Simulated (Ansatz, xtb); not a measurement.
**FH5OSi2Sn: which of two structures lies lower**

We compare a, a singlet given by its coordinates, with b, `F[Si@@H]1O[SiH2][SnH2]1`, a singlet. Both are isolated molecules in the gas phase, relaxed with B3LYP-D3(BJ)/def2-SVP.

a (Å):

```xyz
10

F     1.1375   -2.5667    1.3028
O    -0.4054   -1.3305   -0.4238
Si   -0.2459   -2.7390    0.3766
Si    0.3646    0.1978   -0.2758
Sn    2.0099   -0.2189    1.8407
H     0.0200   -3.8746   -0.5328
H     0.5108   -0.1681    2.8276
H    -0.7182    1.2192   -0.1192
H    -1.3424   -3.0000    1.3344
H     0.9960    0.4617   -1.6074
```

Close contacts (Å): F1–Si3 1.67, O2–Si3 1.63, O2–Si4 1.72, Si4–Sn5 2.71, Si3–H6 1.48, Si3–H9 1.48, Si4–H8 1.50, Si4–H10 1.50, Sn5–H7 1.80.

b (Å):

```xyz
10

F     0.9091    0.5257    2.4887
O     0.6008   -2.0368    1.6952
Si   -0.1353   -0.5355    1.8290
Si    0.9591   -2.5545    0.1128
Sn   -0.2432   -0.4100   -0.7707
H    -1.2973   -0.6048    2.7510
H     0.3165   -3.8735   -0.1430
H     2.4312   -2.6800   -0.0757
H    -1.7661   -0.6076   -1.5413
H     0.6411    0.8178   -1.5800
```

Question: Estimate E(b) − E(a) at the level CCSD(T)/def2-SVP + ΔMP2/def2-TZVPP.

Answer: Calculated at CCSD(T)/def2-SVP + ΔMP2/def2-TZVPP: E(b) − E(a) = +0.107 eV, so structure a lies lower.

Level by level:

```tsv
level	geometry	E(b) − E(a) (eV)	departure from the last row (eV)	job, with rough time for the two
B3LYP-D3(BJ)/def2-SVP	B3LYP-D3(BJ)/def2-SVP	+0.406	+0.299	optimisation, 3.6 min
HF/def2-SVP	B3LYP-D3(BJ)/def2-SVP	+0.514	+0.407	part of the CCSD(T) run
MP2/def2-SVP	B3LYP-D3(BJ)/def2-SVP	+0.182	+0.075	part of the CCSD(T) run
CCSD(T)/def2-SVP	B3LYP-D3(BJ)/def2-SVP	+0.272	+0.166	single point
CCSD(T)/def2-SVP + ΔMP2/def2-TZVPP	B3LYP-D3(BJ)/def2-SVP	+0.107		single point, 67 s
```

None of the levels shown reverses the order. The largest departure from CCSD(T)/def2-SVP + ΔMP2/def2-TZVPP is that of HF/def2-SVP, 0.407 eV. Levels run at GFN2-xTB geometries aren't shown. The last row adds to CCSD(T) the change of the MP2 difference between the two basis sets, here −0.166 eV, a large step that makes the value less sure.

With harmonic frequencies from B3LYP-D3(BJ)/def2-SVP (ideal gas, rigid rotor, one conformer each, 298.15 K, 1 atm): on the last row, ΔE + ΔZPE = +0.082, ΔH = +0.075, ΔG = +0.120 eV.

The correlated steps freeze 16 core orbitals; the filled d shell of Sn is correlated, in a basis made for valence electrons. Atoms past krypton carry core potentials in the def2 sets and no spin–orbit term is included. Codes used: Ansatz 0.2.0; the last row on 2 threads of Intel(R) Xeon(R) Platinum 8259CL CPU @ 2.50GHz (Skylake/Cascade Lake) on a shared host.
